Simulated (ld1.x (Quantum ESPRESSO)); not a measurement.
# Yb, TM semilocal: configuration errors across variants

ytterbium, norm-conserving Troullier–Martins (semilocal form), made with ld1.x (Quantum ESPRESSO) 7.5 (PBE, scalar-relativistic). Core [Kr] 4d10, reference 4f14 5s2 5p6 5d0 6s2 6p0. Waves: 5s (bound): rc 1.30 bohr; 5p (bound): rc 2.45 bohr; 5d (bound, empty): rc 3.15 bohr; 4f (bound): rc 1.25 bohr. Local part: the f channel. Core correction: none.

Occupied shells without a wave of their own: 6s. They enter only through the test configuration that unscreens the potential.

All-electron excitation energies from the reference (eV): (1) 4f14 5s2 5p6 5d0 6s1 6p0 6.531; (2) 4f14 5s2 5p6 5d0 6s0 6p0 18.777; (3) 4f13 5s2 5p6 5d0 6s0 6p0 45.362; (4) 4f14 5s1 5p6 5d0 6s2 6p0 61.100; (5) 4f12 5s2 5p6 5d0 6s0 6p0 91.773; (6) 4f14 5s2 5p5 5d0 6s2 6p0 32.990; (7) 4f14 5s2 5p6 5d1 6s0 6p0 9.473.

A semilocal file is local in each channel, so a ghost entry of none says nothing of the separable form that plane-wave codes build from it.

Tests that are not counted but printed errors over 1 eV. “wave 5s (bound): rc 1.30 bohr becomes 5s (bound): rc 0.82 bohr”: all (the test run did not reproduce the reference configuration, from which every error is measured).

The file “wave 5s (bound): rc 1.30 bohr becomes 5s (bound): rc 0.82 bohr” misses its own reference levels by 2.3 eV. The file “wave 5s (bound): rc 1.30 bohr becomes 5s (bound): rc 1.74 bohr” misses its own reference levels by 0.4 eV.

Errors AE − PS in meV (a dash: test not solved or not reliable):

```csv
change,(1),(2),(3),(4),(5),(6),(7),bound ghosts
base,-64,-171,-167,+0.7,+104,-26,-114,none
wave 5s (bound): rc 1.30 bohr becomes 5s (bound): rc 0.82 bohr,–,–,–,–,–,–,–,none
wave 5s (bound): rc 1.30 bohr becomes 5s (bound): rc 1.02 bohr,-58,-156,-143,-0.1,+138,-27,-103,none
wave 5s (bound): rc 1.30 bohr becomes 5s (bound): rc 1.26 bohr,-55,-149,-129,-2.5,+155,-27,-98,none
wave 5s (bound): rc 1.30 bohr becomes 5s (bound): rc 1.38 bohr,-109,-292,-367,+15,-171,-23,-196,none
wave 5s (bound): rc 1.30 bohr becomes 5s (bound): rc 1.62 bohr,-353,-950,-1456,+67,-1687,-5.9,-646,none
wave 5s (bound): rc 1.30 bohr becomes 5s (bound): rc 1.74 bohr,-610,-1641,-2588,+101,-3278,+6.8,-1123,none
```

(1) Give the same row for: wave 5s (bound): rc 1.30 bohr becomes 5s (bound): rc 1.92 bohr.

Answers

(1) -1170, -3134, -5002, +134, -6669, +12, -2174; bound ghosts: none.
